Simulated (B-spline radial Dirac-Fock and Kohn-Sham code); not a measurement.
# Successive ionisation energies of praseodymium: Dirac-Fock against NIST

These are calculated numbers from a radial B-spline solver; the model is Dirac-Fock energy differences between relaxed states, corrected for Breit and QED terms. Each value is the difference of the configuration-average energies of two neighbouring ions in their tabulated ground configurations. No correlation. NIST's values refer to the lowest levels; many for high charge states are themselves semi-empirical or theoretical. Where a p, d or f shell is open in either ion the computed value averages over both j values and all terms, while the table refers to the lowest levels; that difference holds spin-orbit splitting (largest in heavy or highly charged ions), term energies where several electrons share open shells, and correlation, and it can reach 10 % or more.

| ion | configuration | computed (eV) | NIST (eV) | kind | NIST − computed (eV) |
| --- | --- | --- | --- | --- | --- |
| Pr²⁴⁺ | [Ar] 3d10 4s2 4p5 | 850.0 | 840 ± 4 | theoretical | -9.98 |
| Pr²⁵⁺ | [Ar] 3d10 4s2 4p4 | 888.9 | 880 ± 4 | theoretical | -8.88 |
| Pr²⁶⁺ | [Ar] 3d10 4s2 4p3 | 928.3 | 920 ± 4 | theoretical | -8.27 |
| Pr²⁷⁺ | [Ar] 3d10 4s2 4p2 | 968.1 | 985 ± 4 | theoretical | +16.87 |
| Pr²⁸⁺ | [Ar] 3d10 4s2 4p1 | 1008.5 | 1028 ± 4 | theoretical | +19.53 |
| Pr²⁹⁺ | [Ar] 3d10 4s2 | 1124.5 | 1124 ± 4 | theoretical | -0.51 |
| Pr³⁰⁺ | [Ar] 3d10 4s1 | 1168.5 | 1169.9 ± 0.6 | semi-empirical | +1.45 |
| Pr³¹⁺ | [Ar] 3d10 | 2028.1 | 2019 ± 4 | theoretical | -9.06 |
| Pr³²⁺ | [Ar] 3d9 | 2121.4 | 2108 ± 4 | theoretical | -13.42 |
| Pr³³⁺ | [Ar] 3d8 | 2216.4 | 2202 ± 5 | theoretical | -14.36 |
| Pr³⁴⁺ | [Ar] 3d7 | 2312.9 | 2304 ± 5 | theoretical | -8.87 |
| Pr³⁵⁺ | [Ar] 3d6 | 2410.9 | 2400 ± 5 | theoretical | -10.94 |
| Pr³⁶⁺ | [Ar] 3d5 | 2510.6 | 2501 ± 5 | theoretical | -9.58 |
| Pr³⁷⁺ | [Ar] 3d4 | 2611.8 | 2628 ± 4 | theoretical | +16.23 |
| Pr³⁸⁺ | [Ar] 3d3 | 2714.5 | 2729 ± 4 | theoretical | +14.48 |
| Pr³⁹⁺ | [Ar] 3d2 | 2818.8 | 2838 ± 4 | theoretical | +19.19 |
| Pr⁴⁰⁺ | [Ar] 3d1 | 2924.7 | 2941 ± 4 | theoretical | +16.34 |
| Pr⁴¹⁺ | [Ne] 3s2 3p6 | 3267.3 | 3227 ± 4 | theoretical | -40.26 |
| Pr⁴²⁺ | [Ne] 3s2 3p5 | 3361.7 | 3319 ± 4 | theoretical | -42.72 |

Q: Where in this range is the largest relative jump, and why?

A: From Pr³⁰⁺ (1168.5 eV) to Pr³¹⁺ (2028.1 eV), a factor of 1.74. The configuration goes from [Ar] 3d10 4s1 to [Ar] 3d10, so the next electron comes out of a deeper subshell.
